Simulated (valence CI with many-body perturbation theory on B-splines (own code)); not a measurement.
## Sm30+: magnetic and hyperfine properties of the levels

Calculated by configuration interaction combined with many-body perturbation theory (CI+MBPT): four valence electrons over a frozen Dirac-Fock core [Ar] 3d10, radial functions for each j: 11 s, 11 p, 9 d, 7 f, 5 g, 2 h, 1 i, with the one-electron correlation potential Σ1, the two-electron term Σ2, the three-electron term Σ3, Breit, model QED; selected CI, second order for the rest (own B-spline code, finite nucleus).

The last digits are not significant, and no measured levels were compared; by estimate large intervals hold to a few tenths of a per cent, small ones and those within an open d or f shell to about a per cent.

A/g_I is the dipole constant over the nuclear g factor μ/I (μ in nuclear magnetons, uniformly magnetised nucleus), B/Q the quadrupole constant per barn. Both hold the static response of the core; the bare values leave it out. Large factors of s and p1/2 electrons are usually good to 5 to 10 %; those of open d and f shells near neutrality can be off by tens of per cent, and small factors of p3/2, d and f electrons come from cancelling terms and can be off by a factor of two or in sign, in half-filled shells by more. B is blank for J = 1/2, where it vanishes, and for nearly pure S terms. Energies count from the lowest level. Levels with J = 0 are left out.

Levels are named by their leading jj configuration (3d3/2^4 stands for four electrons in 3d with j = 3/2), which in mixed levels can hold well under half, so a name can repeat and another be missing. Letters in brackets count levels of one name in rising energy.

```csv
Level,E (cm⁻¹),g,A/g_I (MHz),A/g_I bare,B/Q (MHz/b),B/Q bare
(4s^2 4p1/2 4p3/2) J=1,267570,1.499,-14200,-13900,26800,25700
(4s^2 4p1/2 4p3/2) J=2,293480,1.196,68900,66200,41500,39800
(4s^2 4p3/2^2) J=2,580610,1.299,28800,27600,11800,11300
(4s 4p1/2^2 4p3/2) J=2,807000,1.654,172000,165000,39600,38000
(4s 4p1/2^2 4p3/2) J=1,897050,0.978,-109000,-105000,41000,39400
(4s 4p1/2 4p3/2^2) J=2 [a],1053800,1.508,119000,114000,27600,26500
(4s 4p1/2 4p3/2^2) J=3,1104500,1.327,148000,142000,-4570,-4340
(4s^2 4p1/2 4d3/2) J=2,1147300,0.920,37300,36000,-10200,-9740
(4s 4p1/2 4p3/2^2) J=1 [a],1182300,1.268,74700,71900,-43400,-41600
(4s 4p1/2 4p3/2^2) J=1 [b],1222900,1.415,157000,151000,10600,10200
(4s 4p1/2 4p3/2^2) J=2 [b],1230500,0.926,19000,18300,4890,4710
(4s^2 4p1/2 4d5/2) J=3,1296700,1.110,40500,39200,17100,16600
(4s^2 4p1/2 4d3/2) J=1,1299000,0.864,-48300,-46000,7810,7550
(4s^2 4p1/2 4d5/2) J=2,1313600,1.292,-5040,-4490,8210,7960
(4s 4p3/2^3) J=2,1420700,1.363,144000,138000,-43000,-41300
(4s 4p3/2^3) J=1,1503400,1.211,-50100,-48100,-12300,-11800
(4s^2 4p3/2 4d3/2) J=2,1534800,1.026,14800,14300,-5730,-5480
(4s^2 4p3/2 4d5/2) J=4,1535600,1.248,13800,13400,64900,62400
(4s^2 4p3/2 4d3/2) J=3,1553300,1.175,22400,21700,32200,31000
(4s^2 4p3/2 4d3/2) J=1,1585000,1.281,-37500,-35700,-23000,-22100
(4s^2 4p3/2 4d5/2) J=2,1616800,1.293,41200,39900,-38200,-36700
(4s^2 4p3/2 4d5/2) J=3,1658500,1.127,15900,15500,21200,20500
(4s^2 4p3/2 4d5/2) J=1,1689200,0.966,-13200,-12200,6890,6670
(4s 4p1/2^2 4d3/2) J=2,1709100,1.277,93400,89900,-1.65,75.9
(4s 4p1/2^2 4d3/2) J=1,1714300,0.347,-130000,-124000,4100,3990
(4p1/2^2 4p3/2^2) J=2,1755300,1.222,37500,36500,6780,6530
(4s 4p1/2^2 4d5/2) J=3,1806100,1.376,98000,94600,11700,11300
(4s 4p1/2^2 4d5/2) J=2,1892900,0.940,-39500,-37600,15400,15000
(4s 4p1/2 4p3/2 4d3/2) J=1 [a],1940600,1.242,82400,79400,-25600,-24600
(4s 4p1/2 4p3/2 4d3/2) J=2 [a],1948300,1.170,78200,75300,-24100,-23100
(4s 4p1/2 4p3/2 4d3/2) J=3 [a],1959200,1.193,90400,87100,-3140,-2950
(4s 4p1/2 4p3/2 4d5/2) J=4 [a],1987500,1.291,85600,82500,28400,27300
(4s 4p1/2 4p3/2 4d5/2) J=4 [b],2002800,1.359,89400,86300,54300,52100
(4p1/2 4p3/2^3) J=1,2004900,1.457,-25900,-24400,-21900,-21000
```

Q: Take the isotope of mass number 149, with I = 7/2, μ = -0.6677 μN and Q = 0.075 b. What is the hyperfine structure of (4s^2 4p1/2 4d3/2) J=2?

A: From the table A = -7110 MHz, B = -767 MHz. Shifts from the centre of gravity in MHz: F = 3/2: 63600, F = 5/2: 46100, F = 7/2: 21500, F = 9/2: -10400, F = 11/2: -50000.
